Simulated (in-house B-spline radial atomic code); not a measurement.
# Binding energies in the gadolinium ion Gd⁺

NIST's tabulated ground configuration is [Xe] 4f7 5d1 6s1; each binding energy is the energy of the ion with one electron taken from that subshell, relaxed, less that of the parent. All numbers are computed (Dirac-Hartree-Fock, average of configuration; Fermi nucleus of rms radius 5.1569 fm) with an all-electron radial atomic-structure program (B-spline basis), not measured. Energies include first-order Breit, QED and recoil terms.

| subshell | X-ray name | binding energy (eV) | -ε (eV) | relaxation (eV) |
| --- | --- | --- | --- | --- |
| 2p1/2 | L2 | 7949.3 | 8023.1 | 49.5 |
| 2p3/2 | L3 | 7261.6 | 7325.4 | 47.4 |
| 3p1/2 | M2 | 1710.7 | 1740.1 | 25.1 |
| 3p3/2 | M3 | 1567.3 | 1594.0 | 24.1 |
| 4p1/2 | N2 | 330.3 | 341.1 | 10.0 |
| 4p3/2 | N3 | 298.5 | 308.3 | 9.3 |
| 5p1/2 | O2 | 41.52 | 43.45 | 1.84 |
| 5p3/2 | O3 | 37.14 | 38.80 | 1.63 |
| 4f | N6,7 | 19.7 | 25.80 | 6.24 |
| 5d | O4,5 | 11.63 | 12.11 | 0.49 |
| 6s | P1 | 11.09 | 11.19 | 0.09 |

Relaxation = -ε minus the binding energy without Breit, QED and recoil terms.

Problem. What does it cost to remove both a 2p1/2 and a 4p3/2 electron?

Solution. 8277 eV, which is 29.18 eV more than the two single binding energies together.
